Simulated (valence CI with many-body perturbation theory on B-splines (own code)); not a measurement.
**Cd IX: calculated level list**

Computed by valence CI with perturbative core correlation (CI+MBPT): four valence electrons over a frozen Dirac-Fock core [Kr], a basis of 7 s, 7 p, 8 d, 6 f, 4 g, 1 h functions for each j, with the one-electron correlation potential Σ1 (screened to all orders), the two-electron term Σ2, the three-electron term Σ3, Breit, model QED; selected single and double excitations, second order for the rest, scaled by the run's own slope (own B-spline code, finite nucleus).

No measured spectrum was set against this ion. As an estimate, terms of the open shell hold to 2 to 4 % of their energy, and close levels can change places; different configurations can be misplaced against each other by 1,000 to 8,000 cm⁻¹. Only levels of the ground parity were solved; by the run's estimate the other parity begins above the list, which can be wrong where configurations are misplaced.

Levels 1 to 32 of 32, with energies above the lowest level, 4d4 5D_0. "Leading %" is the weight of the configuration and term that name the level; weights of strongly mixed levels are sums over their largest components and can fall short, so below about 35 % the name and the second component can differ from the true leading terms, or belong to a minority configuration. Lifetimes count E1, E2, E3, M1 and M2 decay at the calculated energies, and are blank where another channel may lead or the interval is too uncertain; long ones can be off by a factor of two.

| No. | Configuration | Term | J | E (cm⁻¹) | Leading % | Lifetime | g |
| --- | --- | --- | --- | --- | --- | --- | --- |
| 1 | 4d4 | 5D | 0 | 0.0 | 89 |  |  |
| 2 | 4d4 | 5D | 1 | 1745 | 94 | 3.75 s | 1.499 |
| 3 | 4d4 | 5D | 2 | 4078 | 97 | 1.45 s | 1.495 |
| 4 | 4d4 | 5D | 3 | 6569 | 96 | 1.44 s | 1.490 |
| 5 | 4d4 | 5D | 4 | 9085 | 93 | 2.40 s | 1.483 |
| 6 | 4d4 | 3P | 0 | 23423 | 79 | 16.3 ms |  |
| 7 | 4d4 | 3H | 4 | 24505 | 69 | 225 ms | 0.891 |
| 8 | 4d4 | 3H | 5 | 28047 | 84 | 839 ms | 1.059 |
| 9 | 4d4 | 3G | 3 | 29159 | 60 | 63.3 ms | 0.888 |
| 10 | 4d4 | 3P | 1 | 29573 | 90 | 21.4 ms | 1.448 |
| 11 | 4d4 | 3H | 6 | 30244 | 88 | 5.57 s | 1.147 |
| 12 | 4d4 | 3F | 2 | 30700 | 89 | 52.9 ms | 0.710 |
| 13 | 4d4 | 3F | 4 | 32460 | 44 | 40.7 ms | 1.095 |
| 14 | 4d4 | 3G | 4 | 35832 | 49 | 79.1 ms | 1.095 |
| 15 | 4d4 | 3P | 2 | 35977 | 70 | 64.1 ms | 1.394 |
| 16 | 4d4 | 3F | 3 | 36438 | 62 | 46.6 ms | 0.966 |
| 17 | 4d4 | 3G | 5 | 38693 | 84 | 109 ms | 1.174 |
| 18 | 4d4 | 3D | 3 | 40785 | 90 | 40.0 ms | 1.304 |
| 19 | 4d4 | 1I | 6 | 42672 | 88 | 77.2 ms | 1.018 |
| 20 | 4d4 | 3D | 2 | 42795 | 53 | 25.7 ms | 1.199 |
| 21 | 4d4 | 3D | 1 | 43754 | 93 | 25.1 ms | 0.557 |
| 22 | 4d4 | 1G | 4 | 47964 | 67 | 24.5 ms | 1.038 |
| 23 | 4d4 | 1S | 0 | 51223 | 86 | 17.3 ms |  |
| 24 | 4d4 | 1D | 2 | 53636 | 67 | 22.6 ms | 1.046 |
| 25 | 4d4 | 1F | 3 | 56992 | 81 | 32.5 ms | 1.024 |
| 26 | 4d4 | 3P | 2 | 64681 | 88 | 25.6 ms | 1.429 |
| 27 | 4d4 | 3F | 4 | 66568 | 90 | 16.1 ms | 1.228 |
| 28 | 4d4 | 3F | 2 | 67525 | 87 | 17.4 ms | 0.724 |
| 29 | 4d4 | 3F | 3 | 68647 | 87 | 28.8 ms | 1.075 |
| 30 | 4d4 | 3P | 1 | 69985 | 98 | 17.1 ms | 1.495 |
| 31 | 4d4 | 3P | 0 | 72775 | 94 |  |  |
| 32 | 4d4 | 1G | 4 | 75656 | 91 |  | 1.018 |

Names give the largest LS component (configuration and term), which can be under half, so a name can repeat, a term be missing and a line seem to break the LS rules; names also repeat where a configuration has a term twice.

The ionisation energy to 4d3 4F_3/2 of the next ion comes out as 151.29 eV (NIST: 150 ± 2.2 eV (theoretical)). All 32 levels together are meant to be complete up to 75715 cm⁻¹.
